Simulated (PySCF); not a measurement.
# Dipole response of Pr⁵²⁺ (praseodymium, charge +52)

[He] 2s2 2p3, high-spin 4S determinant. Calculation: PySCF 2.14, in an uncontracted even-tempered set (19 s from 29 bohr⁻², ratio 2.2; 12 p from 37 bohr⁻², ratio 2.2; 5 d from 140 bohr⁻², ratio 2.4; 5 f from 210 bohr⁻², ratio 2.4; 4 g from 320 bohr⁻², ratio 2.4); scalar relativity by spin-free X2C-1e. Coupled (time-dependent) response in atomic units; α is the mean over directions.

| method | mean α (bohr³) | C₆ (like pair) | S(−4) |
| --- | --- | --- | --- |
| UHF | 0.0002831 | 2.266e-06 | 4.733e-07 |
| PBE0 | 0.0002793 | 2.242e-06 | 4.564e-07 |

S(−4) is the Cauchy moment in α(ω) = α(0) + S(−4) ω² + …

α(iu) at UHF:

| u (hartree) | α(iu) (bohr³) |
| --- | --- |
| 0 | 0.0002831 |
| 4.00 | 0.0002758 |
| 8.00 | 0.0002563 |
| 16.0 | 0.0002036 |
| 24.0 | 0.0001580 |
| 32.0 | 0.0001264 |
| 40.0 | 0.0001056 |
| 60.0 | 7.816e-05 |
| 80.0 | 6.549e-05 |
| 120 | 5.290e-05 |
| 200 | 3.927e-05 |

For an ion, C₆ is the dispersion term alone; charge-induced terms of lower order in 1/R come first.

Spin-orbit coupling, which splits the p, d and f shells strongly at this Z, is absent. Spin-orbit coupling is strong in this species (close to jj coupling), so the high-spin LS determinant is a model state, not a physical level.
